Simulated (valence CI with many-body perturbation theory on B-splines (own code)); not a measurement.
# Level structure of Cd16+

Method: valence CI with perturbative core correlation (CI+MBPT): four valence electrons over a frozen Dirac-Fock core [Ar] 3d10, radial functions for each j: 9 s, 9 p, 8 d, 6 f, 3 g, 1 h, with the one-electron correlation potential Σ1, the two-electron term Σ2, the three-electron term Σ3, Breit, model QED; selected CI, second order for the rest, scaled by the run's own slope (own B-spline code, finite nucleus).

No measured spectrum was set against this ion. As an estimate, levels hold to about 250 cm⁻¹ or 0.2 % of their energy and the worst to 1 %, as in measured heavy ions of charge 2 to 7; those with d or f electrons hold less well.

Levels 1 to 34 of 34, with energies above the lowest level, 4s2 4p2 3P_0. "Leading %" is the weight of the configuration and term that name the level; weights of strongly mixed levels are sums over their largest components and can fall short, so below about 35 % the name and the second component can differ from the true leading terms, or belong to a minority configuration. In the jj column 3d3/2^4 stands for four electrons in 3d with j = 3/2. Lifetimes count E1, E2, E3, M1 and M2 decay at the calculated energies, and are blank where another channel may lead or the interval is too uncertain; long ones can be off by a factor of two.

```tsv
No.	Configuration	Term	J	E (cm⁻¹)	Leading %	Leading jj	Second component	Lifetime
1	4s2 4p2	3P	0	0	82	4s^2 4p1/2^2 (95 %)	17 % 4s2 4p2 1S	
2	4s2 4p2	3P	1	50611	98	4s^2 4p1/2 4p3/2 (98 %)		516 μs
3	4s2 4p2	3P	2	65545	52	4s^2 4p1/2 4p3/2 (94 %)	46 % 4s2 4p2 1D	30.9 ms
4	4s2 4p2	1D	2	128450	52	4s^2 4p3/2^2 (94 %)	46 % 4s2 4p2 3P	181 μs
5	4s2 4p2	1S	0	167510	81	4s^2 4p3/2^2 (94 %)	17 % 4s2 4p2 3P	67.5 μs
6	4s 4p3	5S°	2	334690	81	4s 4p1/2^2 4p3/2 (61 %)	14 % 4s 4p3 3P°	1.16 ns
7	4s 4p3	3D°	1	396330	67	4s 4p1/2^2 4p3/2 (67 %)	19 % 4s 4p3 3P°	81.9 ps
8	4s 4p3	3D°	2	406160	66	4s 4p1/2 4p3/2^2 (70 %)	15 % 4s 4p3 3P°	170 ps
9	4s 4p3	3D°	3	425330	94	4s 4p1/2 4p3/2^2 (94 %)	5 % 4s2 4p 4d 3D°	207 ps
10	4s 4p3	3P°	0	458890	95	4s 4p1/2 4p3/2^2 (95 %)		69.2 ps
11	4s 4p3	3P°	1	466550	68	4s 4p1/2 4p3/2^2 (76 %)	19 % 4s 4p3 3D°	52.9 ps
12	4s 4p3	3P°	2	472770	33	4s 4p1/2 4p3/2^2 (54 %)	31 % 4s 4p3 1D°	52.9 ps
13	4s 4p3	3S°	1	517600	55	4s 4p1/2 4p3/2^2 (72 %)	32 % 4s 4p3 1P°	10.0 ps
14	4s 4p3	1D°	2	524140	44	4s 4p3/2^3 (59 %)	31 % 4s 4p3 3P°	49.4 ps
15	4s2 4p 4d	3F°	2	585350	87	4s^2 4p1/2 4d3/2 (85 %)	5 % 4s 4p3 1D°	65.9 ps
16	4s 4p3	1P°	1	588700	53	4s 4p3/2^3 (73 %)	33 % 4s 4p3 3S°	10.8 ps
17	4s2 4p 4d	3F°	3	611150	89	4s^2 4p1/2 4d5/2 (71 %)	5 % 4s2 4p 4d 3D°	68.2 ps
18	4s2 4p 4d	3P°	2	635130	45	4s^2 4p1/2 4d5/2 (84 %)	25 % 4s2 4p 4d 1D°	8.21 ps
19	4s2 4p 4d	3D°	1	645580	55	4s^2 4p1/2 4d3/2 (85 %)	26 % 4s2 4p 4d 3P°	5.15 ps
20	4s2 4p 4d	3F°	4	656110	98	4s^2 4p3/2 4d5/2 (98 %)		
21	4s2 4p 4d	1D°	2	682050	43	4s^2 4p3/2 4d3/2 (53 %)	30 % 4s2 4p 4d 3D°	6.65 ps
22	4s2 4p 4d	3P°	0	690990	94	4s^2 4p3/2 4d3/2 (94 %)		7.43 ps
23	4s2 4p 4d	3P°	1	696740	63	4s^2 4p3/2 4d3/2 (82 %)	28 % 4s2 4p 4d 3D°	6.32 ps
24	4s2 4p 4d	3D°	3	697680	76	4s^2 4p3/2 4d3/2 (39 %)	9 % 4s2 4p 4d 1F°	5.29 ps
25	4s2 4p 4d	3D°	2	704500	43	4s^2 4p3/2 4d5/2 (58 %)	40 % 4s2 4p 4d 3P°	6.42 ps
26	4s2 4p 4d	1F°	3	745350	85	4s^2 4p3/2 4d5/2 (56 %)	11 % 4s2 4p 4d 3D°	4.58 ps
27	4s2 4p 4d	1P°	1	756170	81	4s^2 4p3/2 4d5/2 (78 %)	8 % 4s2 4p 4d 3D°	6.67 ps
28	4p4	3P	2	787550	60	4p1/2^2 4p3/2^2 (80 %)	21 % 4p4 1D	33.0 ps
29	4p4	3P	0	824380	52	4p1/2^2 4p3/2^2 (75 %)	30 % 4p4 1S	25.7 ps
30	4p4	3P	1	845410	73	4p1/2 4p3/2^3 (73 %)	19 % 4s 4p2 4d 3P	29.3 ps
31	4p4	1D	2	854980	56	4p1/2 4p3/2^3 (75 %)	19 % 4p4 3P	41.7 ps
32	4s 4p2 4d	5F	1	860800	80	4s 4p1/2^2 4d3/2 (62 %)	7 % 4s 4p2 4d 3D	187 ps
33	4s 4p2 4d	5F	2	868090	70	4s 4p1/2^2 4d3/2 (41 %)	16 % 4s 4p2 4d 5D	157 ps
34	4s 4p2 4d	5F	3	882390	60	4s 4p1/2^2 4d5/2 (48 %)	28 % 4s 4p2 4d 5D	129 ps
```

Names give the largest LS component (configuration and term), which can be under half, so a name can repeat, a term be missing and a line seem to break the LS rules; names also repeat where a configuration has a term twice.

The ionisation energy to 4s2 4p 2P°_1/2 of the next ion comes out as 421.62 eV (NIST: 421 ± 3 eV (theoretical)). All 34 levels together are meant to be complete up to 889180 cm⁻¹.
